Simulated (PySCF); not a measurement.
Compound: C₈H₈ClP.
Numbering: `[Cl:1][c:2]1[p:3][cH:4][cH:5][cH:6][c:7]1[CH:8]1[CH2:9][CH2:10]1` (hydrogens: H11 on C4; H12 on C5; H13 on C6; H14 on C8; H15, H16 on C9; H17, H18 on C10)

Cartesian coordinates in Å at the PBE0-D3(BJ)/def2-SVP level; atoms count from 1:
```xyz
18
C8H8ClP angstrom
Cl    -0.0802   -1.2544    2.6964
C      0.8533   -0.6569    1.3515
P      2.5677   -0.5091    1.6585
C      3.0857    0.0878    0.1165
C      2.2597    0.3280   -0.9751
C      0.8830    0.1180   -0.9491
C      0.1723   -0.3505    0.1639
C     -1.3054   -0.5438    0.0935
C     -2.2352    0.4956    0.6569
C     -2.1792    0.2585   -0.8216
H      4.1587    0.2823    0.0106
H      2.7058    0.6961   -1.9042
H      0.3112    0.3206   -1.8574
H     -1.6119   -1.5803    0.2742
H     -1.7839    1.4144    1.0410
H     -3.1055    0.1496    1.2197
H     -1.7175    1.0335   -1.4390
H     -3.0161   -0.2531   -1.3032
```

The closed-shell ground state was solved at several levels (PySCF, density fitting, gas phase, non-relativistic).

| level | basis functions | HOMO (eV) | LUMO (eV) | gap (eV) | dipole (D) |
| --- | --- | --- | --- | --- | --- |
| CAM-B3LYP/def2-SVPD | 275 | -8.18 | -0.67 | 7.51 | 2.65 |
| PBE0/pcSseg-1 | 224 | -7.08 | -1.71 | 5.37 | 2.70 |

Task: Estimate the row for PBE/pcSseg-1, a basis of 224 functions; the other rows only guide the guess.

Result: HOMO -6.09 eV, LUMO -2.45 eV, gap 3.64 eV, dipole 2.54 D.

Task: Over all these levels, which gives the widest orbital gap and which the narrowest?

Result: CAM-B3LYP/def2-SVPD (range-separated hybrid) has the widest, 7.51 eV, and PBE/pcSseg-1 (GGA) the narrowest, 3.64 eV. Functional and basis both differ between the two, so the spread mixes both effects.

Task: How far do the dipole and the HOMO energy spread over the levels?

Result: The dipole runs from 2.54 to 2.70 D (mean 2.63 D) and the HOMO from -8.18 to -6.09 eV.

One conformer stands for the species.
